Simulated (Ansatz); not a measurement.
Reaction (substitution at a C–Sn bond): `[CH3][SnH2][F]` + `[F][Al]([F])[SH]` → `C[S][Al]([F])[F]` + `[F][SnH3]`

Calculated with Ansatz (gas phase, PBE0-D4/def2-TZVP geometries, no zero-point term in ΔE). CBS: MP2 limit from def2 TZ/QZ plus the TZ coupled-cluster correction, frozen cores. DFT in def2-TZVPP. Elements past krypton have def2 core potentials. For Sn outer-core shells are correlated without core-valence functions, which leaves a few kJ/mol of doubt a bond. Each species was taken in one conformer, which may not be the lowest.

| level | ΔE (kJ/mol) |
| --- | --- |
| revPBE-D4 | 46.8 |
| B97M-V | 47.3 |
| RPA@PBE/def2-TZVPP | 55.0 |
| CCSD(T)/def2-TZVPP | 57.8 |

(1) What does CCSD(T)/CBS give? (Best estimate.)

(2) What do rigid-rotor, harmonic-oscillator terms from PBE0-D4/def2-TZVP frequencies (298.15 K, 1 bar) make of the CCSD(T)/CBS value? (An estimate is asked.)

Largest T1 diagnostic among the species: 0.014.

Answers

(1) Ansatz gave: +59.4 kJ/mol. The listed levels differ from it by -12.6, -12.1, -4.4, -1.6 kJ/mol.

(2) The calculation gave: ΔZPE = +0.9 kJ/mol, ΔH = +60.2 kJ/mol, ΔS = -10 J/(mol·K), ΔG = +63.1 kJ/mol. Modes under 50 cm⁻¹ make the entropy rough.

Leaving LDA and LC-ωPBE aside and taking each functional with its dispersion term where it has one, the values, not all of them listed here, spread over 8.0 kJ/mol, from revPBE-D4 to PBE-QIDH. In def2-TZVPP, CCSD(T) changes the Hartree–Fock value by +7.9 kJ/mol (the triples alone add −0.2 kJ/mol) and MP2 by +11.4 kJ/mol. At CCSD(T), def2-SVP lies −9.7 kJ/mol from the extrapolated value and def2-TZVPP −1.6 kJ/mol.
